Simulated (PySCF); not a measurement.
PySCF input for HgCl, SMILES [Cl][Hg+], charge +1, TDA-PBE/def2-TZVPD. The structure is a stationary point at B3LYP-D3(BJ)/def2-TZVPD. The multiplicity is an assumed one; other spin states were not compared. The def2 effective core potentials stand for the cores of Hg; spin–orbit coupling is left out.

```python
import numpy as np
from pyscf import gto, scf, dft, tdscf

mol = gto.M(
    atom='''
    Hg    0.00000000    0.00000000   -0.39801836
    Cl    0.00000000    0.00000000    1.87302755
    ''',
    basis='def2-TZVPD',
    ecp={'Hg': 'def2-tzvp'},
    charge=1,
    spin=0,
    symmetry=True,
    symmetry_subgroup='C2v',
    max_memory=1600,
    verbose=4,
)
mf = dft.RKS(mol, xc='pbe').density_fit(auxbasis='def2-universal-jkfit')
mf.grids.level = 3
mf.conv_tol = 1e-9
mf.max_cycle = 100
mf.kernel()
mf.grids = dft.Grids(mol).set(level=1).build(with_non0tab=True)  # coarser grid for the response kernel
td = tdscf.TDA(mf)
td.singlet = True
td.nstates = 10
td.conv_tol = 1e-4
td.positive_eig_threshold = 1e-6
td.kernel(x0=td.get_init_guess(mf, 15))
td.analyze()
tt = tdscf.TDA(mf)
tt.singlet = False
tt.nstates = 4
tt.conv_tol = 1e-4
tt.positive_eig_threshold = 1e-6
tt.kernel(x0=tt.get_init_guess(mf, 9))
tt.analyze(verbose=3)
```

Log of the run:

```
PySCF version 2.14.0

[INPUT] verbose = 4
[INPUT] num. atoms = 2
[INPUT] num. electrons = 36
[INPUT] charge = 1
[INPUT] spin (= nelec alpha-beta = 2S) = 0
[INPUT] symmetry True subgroup C2v
[INPUT] Mole.unit = angstrom
[INPUT] Symbol           X                Y                Z      unit          X                Y                Z       unit  Magmom
[INPUT]  1 Hg     0.000000000000   0.000000000000  -0.398018360000 AA    0.000000000000   0.000000000000  -0.752145692949 Bohr   0.0
[INPUT]  2 Cl     0.000000000000   0.000000000000   1.873027550000 AA    0.000000000000   0.000000000000   3.539509093265 Bohr   0.0

nuclear repulsion = 79.2235202822474
point group symmetry = Coov, use subgroup C2v
symmetry origin: [ 0.00000000e+00  0.00000000e+00 -8.76677062e-09]
symmetry axis x: [1. 0. 0.]
symmetry axis y: [0. 1. 0.]
symmetry axis z: [0. 0. 1.]
num. orbitals of irrep A1 = 40
num. orbitals of irrep A2 = 8
num. orbitals of irrep B1 = 22
num. orbitals of irrep B2 = 22
number of shells = 32
number of NR pGTOs = 144
number of NR cGTOs = 92
basis = def2-TZVPD
ecp = {'Hg': 'def2-tzvp'}


[settings echo left out]
init E= -594.396527808318
HOMO (B1) = -0.629426340870314  LUMO (B2) = -0.629426340870316  gap/eV = -0.00000

WARN: B1 HOMO -0.629426340870314 > system LUMO -0.629426340870316


WARN: B2 LUMO -0.629426340870316 < system HOMO -0.629426340870314

cycle= 1 E= -611.681419656851  delta_E= -17.3  |g|= 2.47  |ddm|= 11.6
HOMO (B1) = -0.287224560928228  LUMO (A1) = -0.279456358177254  gap/eV = 0.21138
cycle= 2 E= -576.529448612511  delta_E= 35.2  |g|= 9.11  |ddm|= 8.44
HOMO (B1) = -0.548088803827496  LUMO (A1) = -0.427402510773788  gap/eV = 3.28404
cycle= 3 E= -612.981009084238  delta_E= -36.5  |g|= 1.13  |ddm|= 5.57
HOMO (B1) = -0.531388200133923  LUMO (A1) = -0.435112981921307  gap/eV = 2.61978
cycle= 4 E= -613.16478934826  delta_E= -0.184  |g|= 0.355  |ddm|= 0.678
HOMO (B1) = -0.466859965307499  LUMO (A1) = -0.444490481511906  gap/eV = 0.60870
cycle= 5 E= -613.114044223518  delta_E= 0.0507  |g|= 0.52  |ddm|=  1.6
HOMO (B1) = -0.518026123996153  LUMO (A1) = -0.462087872425982  gap/eV = 1.52216
cycle= 6 E= -613.21193960429  delta_E= -0.0979  |g|= 0.0895  |ddm|= 0.99
HOMO (B2) = -0.505005524619292  LUMO (A1) = -0.460404657741506  gap/eV = 1.21365
cycle= 7 E= -613.212919842039  delta_E= -0.00098  |g|= 0.0437  |ddm|= 0.154
HOMO (B2) = -0.509666291437306  LUMO (A1) = -0.46042079670292  gap/eV = 1.34004
cycle= 8 E= -613.213475747792  delta_E= -0.000556  |g|= 0.00814  |ddm|= 0.0878
HOMO (B1) = -0.508978771161119  LUMO (A1) = -0.460218188013002  gap/eV = 1.32684
cycle= 9 E= -613.21349565634  delta_E= -1.99e-05  |g|= 0.00137  |ddm|= 0.0129
HOMO (B1) = -0.509029392301653  LUMO (A1) = -0.460352077966661  gap/eV = 1.32458
cycle= 10 E= -613.213496132117  delta_E= -4.76e-07  |g|= 0.000179  |ddm|= 0.00193
HOMO (B2) = -0.509031592735891  LUMO (A1) = -0.460348473217138  gap/eV = 1.32474
cycle= 11 E= -613.213496139404  delta_E= -7.29e-09  |g|= 1.62e-05  |ddm|= 0.000266
HOMO (B2) = -0.509031273290182  LUMO (A1) = -0.46034823504084  gap/eV = 1.32473
cycle= 12 E= -613.213496139495  delta_E= -9.17e-11  |g|= 1.69e-06  |ddm|= 2.49e-05
HOMO (B1) = -0.509030492101155  LUMO (A1) = -0.460348093625441  gap/eV = 1.32472
Extra cycle  E= -613.213496139486  delta_E= 9.44e-12  |g|= 5.39e-06  |ddm|= 1.24e-05
converged SCF energy = -613.213496139486
tot grids = 15160
Overwritten attributes  positive_eig_threshold  of <class 'pyscf.tdscf.rks.TDA'>


******** <class 'pyscf.tdscf.rks.TDA'> for <class 'pyscf.df.df_jk.DFSymAdaptedRKS'> ********
nstates = 10 singlet
deg_eia_thresh = 1.000e-03
wfnsym = None
conv_tol = 0.0001
eigh lindep = 1e-12
eigh level_shift = 0
eigh max_cycle = 100


Excitation energies (eV)
[1.63111994 1.63111998 4.98335583 6.43194652 6.43195379 6.75404172
 6.80735775 6.80737279 7.07542851 7.07542856]

** Singlet excitation energies and oscillator strengths **
Excited State   1:   B1      1.63112 eV    760.12 nm  f=0.0016
      18 -> 19       -0.70656
Excited State   2:   B2      1.63112 eV    760.12 nm  f=0.0016
      17 -> 19       -0.70656
Excited State   3:   A1      4.98336 eV    248.80 nm  f=0.1626
      11 -> 19        0.17986
      16 -> 19       -0.62796
      17 -> 20        0.18374
      18 -> 21        0.18374
Excited State   4:   A1      6.43195 eV    192.76 nm  f=0.0000
      15 -> 19       -0.70279
Excited State   5:   A2      6.43195 eV    192.76 nm  f=0.0000
      14 -> 19        0.70279
Excited State   6:   A2      6.75404 eV    183.57 nm  f=0.0000
      17 -> 21        0.50000
      18 -> 20       -0.50000
Excited State   7:   A2      6.80736 eV    182.13 nm  f=0.0000
      17 -> 21        0.49695
      18 -> 20        0.49695
Excited State   8:   A1      6.80737 eV    182.13 nm  f=0.0000
      17 -> 20       -0.49696
      18 -> 21        0.49696
Excited State   9:   B1      7.07543 eV    175.23 nm  f=0.0054
      13 -> 19       -0.70501
Excited State  10:   B2      7.07543 eV    175.23 nm  f=0.0054
      12 -> 19       -0.70501

** Transition electric dipole moments (AU) **
state          X           Y           Z        Dip. S.      Osc.
  1        -0.2017     -0.0000      0.0000      0.0407      0.0016
  2         0.0000     -0.2017     -0.0000      0.0407      0.0016
  3        -0.0000     -0.0000      1.1540      1.3318      0.1626
  4        -0.0000      0.0000     -0.0000      0.0000      0.0000
  5         0.0000     -0.0000     -0.0000      0.0000      0.0000
  6        -0.0000     -0.0000      0.0000      0.0000      0.0000
  7         0.0000      0.0000     -0.0000      0.0000      0.0000
  8         0.0000      0.0000     -0.0000      0.0000      0.0000
  9         0.1758     -0.0000     -0.0000      0.0309      0.0054
 10         0.0000      0.1758      0.0000      0.0309      0.0054

WARN: ECP detected. Skipping calculation of transition velocity and magnetic dipole moments, which have not yet been implemented.



******** <class 'pyscf.tdscf.rks.TDA'> for <class 'pyscf.df.df_jk.DFSymAdaptedRKS'> ********
nstates = 4 triplet
deg_eia_thresh = 1.000e-03
wfnsym = None
conv_tol = 0.0001
eigh lindep = 1e-12
eigh level_shift = 0
eigh max_cycle = 100


Excitation energies (eV)
[1.03788977 1.03788981 3.04750766 6.0712829 ]

** Triplet excitation energies and oscillator strengths **
Excited State   1:   B1      1.03789 eV   1194.58 nm  f=0.0000
Excited State   2:   B2      1.03789 eV   1194.58 nm  f=0.0000
Excited State   3:   A1      3.04751 eV    406.84 nm  f=0.0000
Excited State   4:   A1      6.07128 eV    204.21 nm  f=0.0000
```

The run converged.

Cost: about 10 core-seconds (a rough figure).
